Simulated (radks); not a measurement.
All-electron atom: Pt LX in [Ar] 3d1.

All-electron calculation, Dirac Kohn-Sham, BLYP, spin-unpolarised, spherical densities, finite nucleus; open shells fill j = l - 1/2 first; Fermi nuclear charge, rms radius 5.427 fm. Program: a radial shooting solver on a logarithmic mesh with Libxc functionals.

Energy parts (hartree):
part                       energy
total                 -14821.6494
kinetic                17393.2097
electron-nucleus      -33731.2149
Hartree                 1715.4319
exchange-correlation    -199.0761

Orbitals (lengths in bohr, moments of r in powers of bohr; r(max) is where P^2 peaks):
[
 {"orbital": "1s1/2", "occ.": "2", "eigenvalue (hartree)": "-3038.394", "<r^4>": "4.520e-07", "<r>": "0.01715", "r(max)": "0.01062", "small-component weight": "8.75e-02"},
 {"orbital": "2s1/2", "occ.": "2", "eigenvalue (hartree)": "-662.5428", "<r^4>": "0.00006355", "<r>": "0.07115", "r(max)": "0.06123", "small-component weight": "2.03e-02"},
 {"orbital": "2p1/2", "occ.": "2", "eigenvalue (hartree)": "-643.1610", "<r^4>": "0.00003770", "<r>": "0.05859", "r(max)": "0.04516", "small-component weight": "2.03e-02"},
 {"orbital": "2p3/2", "occ.": "4", "eigenvalue (hartree)": "-578.6787", "<r^4>": "0.00005698", "<r>": "0.06681", "r(max)": "0.05233", "small-component weight": "1.82e-02"},
 {"orbital": "3s1/2", "occ.": "2", "eigenvalue (hartree)": "-256.4206", "<r^4>": "0.001835", "<r>": "0.1754", "r(max)": "0.1664", "small-component weight": "7.68e-03"},
 {"orbital": "3p1/2", "occ.": "2", "eigenvalue (hartree)": "-248.9081", "<r^4>": "0.001542", "<r>": "0.1648", "r(max)": "0.1546", "small-component weight": "7.61e-03"},
 {"orbital": "3p3/2", "occ.": "4", "eigenvalue (hartree)": "-232.3856", "<r^4>": "0.002022", "<r>": "0.1775", "r(max)": "0.1676", "small-component weight": "7.05e-03"},
 {"orbital": "3d3/2", "occ.": "1", "eigenvalue (hartree)": "-221.8051", "<r^4>": "0.001204", "<r>": "0.1522", "r(max)": "0.1284", "small-component weight": "6.85e-03"},
 {"orbital": "3d5/2", "occ.": "0", "eigenvalue (hartree)": "-218.0055", "<r^4>": "0.001307", "<r>": "0.1561", "r(max)": "0.1320", "small-component weight": "6.70e-03"}
]

The highest occupied level is 3d3/2 at -6035.6 eV. The density falls to 0.001 e/bohr^3 at r = 0.56 bohr. The electron density at the nucleus is 1.97e+06 e/bohr^3. Summed over all electrons, <r^2> = 0.3495 bohr^2, which gives a Langevin (diamagnetic) susceptibility term of -0.277 x 10^-6 cm^3/mol.
